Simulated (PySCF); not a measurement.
Geometries of 2 isomers of C4H5Br, from PBE0-D3(BJ)/def2-SVP geometry optimisation, gas phase in PySCF 2.14.0. One conformer each, no zero-point energy, no frequencies.

Question: Which isomer lies lower at this level?
A.
```xyz
10
angstrom
Br     1.172   -0.676    2.161
C      0.510   -0.081    0.508
C     -0.240    1.159    0.174
C     -0.798   -0.196   -0.143
C      0.412   -0.794   -0.793
H      0.119    1.811   -0.637
H     -0.697    1.687    1.017
H     -1.725   -0.665    0.183
H      0.497   -1.885   -0.751
H      0.836   -0.335   -1.699
```
B.
```xyz
10
angstrom
C      2.116    0.134   -0.380
C      0.930    0.014    0.154
C     -0.266   -0.108    0.680
C     -1.508   -0.237   -0.129
Br    -2.708    1.289    0.150
H      2.728   -0.742   -0.623
H      2.537    1.122   -0.598
H     -0.372   -0.116    1.772
H     -1.298   -0.271   -1.204
H     -2.099   -1.114    0.162
```

Answer: B. That is `C=C=CCBr`, 5.8 kcal/mol below the other.

| SMILES | atoms numbered as above | E (Eh) | relative (kcal/mol) | relative (kJ/mol) | dipole (D) |
| --- | --- | --- | --- | --- | --- |
| C=C=CCBr | [CH2:1]=[C:2]=[CH:3][CH2:4][Br:5] | -2728.61858 | 0.0 | 0.0 | 2.02 |
| Br[C@]12C[C@H]1C2 | [Br:1][C@:2]12[CH2:3][C@H:4]1[CH2:5]2 | -2728.60940 | 5.8 | 24.1 | 1.23 |

As drawn, the lower has cumulated double bonds and a C=C bond outside aromatic rings, which the higher lacks; the higher has a three-membered ring, which the lower lacks.
